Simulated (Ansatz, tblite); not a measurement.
Spin states of K4⁺, each relaxed with B3LYP/def2-TZVP in Ansatz. Electronic energies in the gas phase.

The xTB rows come from tblite. Correlated methods freeze 20 core orbitals; core or outer-core shells of K are correlated, in sets that lack core-valence functions. The structure comes from a short search, and lower isomers may exist.

Doublet geometry:

Cartesian coordinates in Å:
```
K -3.024 2.604 1.140
K 1.448 1.343 0.602
K -1.437 -1.308 -0.714
K 3.012 -2.639 -1.028
```

Quartet geometry:

```xyz
4

K     2.902   -1.589    1.118
K    -1.520   -0.635    3.052
K     1.519    0.629   -3.053
K    -2.901    1.594   -1.117
```

⟨S²⟩: doublet 0.78 at PBE0/def2-TZVP (pure 0.75), quartet 3.75 at PBE0/def2-TZVP (pure 3.75).

Run but left out: HF/STO-3G, MP2/def2-TZVP, MP2/def2-TZVPP (doublet: ⟨S²⟩ 1.02 to 1.16, where a pure state has 0.75).

Only these spin states were relaxed. The quartet has other bonds than the doublet, so the gap mixes isomer and spin.

```csv
level,quartet − doublet (kJ/mol),lowest of these,remarks
GFN1-xTB,362.5,doublet,–
GFN2-xTB,141.1,doublet,–
HF/def2-TZVPP,4.8,doublet,spin-contaminated (⟨S²⟩ 1.02) (doublet)
LDA (SPW92)/def2-TZVP,80.1,doublet,–
PBE/def2-TZVP,77.2,doublet,–
revPBE/def2-TZVP,73.8,doublet,–
r2SCAN/def2-TZVP,54.3,doublet,spin-contaminated (⟨S²⟩ 0.85) (doublet)
B97M-V/def2-TZVP,79.4,doublet,–
PBE0/def2-TZVP,71.2,doublet,–
r2SCAN0/def2-TZVP,57.9,doublet,spin-contaminated (⟨S²⟩ 0.86) (doublet)
CCSD/def2-TZVPP,55.9,doublet,spin-contaminated (⟨S²⟩ 1.02) (doublet)
CCSD(T)/def2-TZVPP,61.4,doublet,spin-contaminated (⟨S²⟩ 1.02) (doublet)
```

Change of the quartet − doublet gap on mixing in exact exchange, in kJ/mol: PBE to PBE0 (25 % exact exchange) -6.0; r2SCAN to r2SCAN0 (25 % exact exchange) 3.6.

The xTB methods have no term that favours high spin, so they put low spin too low.
